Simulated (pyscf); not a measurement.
`[CH2]=[CH][C](=[CH2])[CH3]` → `[CH3][C]1=[CH][CH2][CH2]1` (ring closure; singlet surface; none broken, C–C formed). Single points on ωB97X-D3(BJ)/def2-SVP structures (PySCF, gas phase). Energies in eV from the reactant's lowest minimum found.

```csv
level,barrier,reaction energy
ωB97X-D3(BJ)/def2-TZVP,[?],[?]
PBE/def2-TZVP,1.79,+0.31
B3LYP-D3(BJ)/def2-TZVP,2.04,+0.54
PBE0-D3(BJ)/def2-TZVP,1.92,+0.25
M06-2X/def2-TZVP,2.06,+0.39
HF/def2-TZVP,[?],+0.52
```

**Question.** What belongs in the gaps?

**Answer.** 
- ωB97X-D3(BJ)/def2-TZVP, barrier: 2.05
- ωB97X-D3(BJ)/def2-TZVP, reaction energy: +0.30
- HF/def2-TZVP, barrier: 2.56

The functionals in the table span 0.27 eV in this barrier, from PBE to M06-2X. On the reactant side the descent ends in a point that may be a rotor saddle (no frequency run), 0.11 eV over the lowest minimum found and 1.94 eV under the saddle at ωB97X-D3(BJ)/def2-TZVP. H₂C=CH–C(=CH₂)–CH₃ lies 0.52 eV over its isomer cyclic C₅H₈ (SMILES C1=CCCC1) (electronic energy, ωB97M-D3(BJ)/def2-TZVP). cyclic C₅H₈ (SMILES CC1=CCC1) lies 0.90 eV over its isomer cyclic C₅H₈ (SMILES C1=CCCC1) (electronic energy, ωB97M-D3(BJ)/def2-TZVP). One saddle was located; it need not be the lowest between these sides.
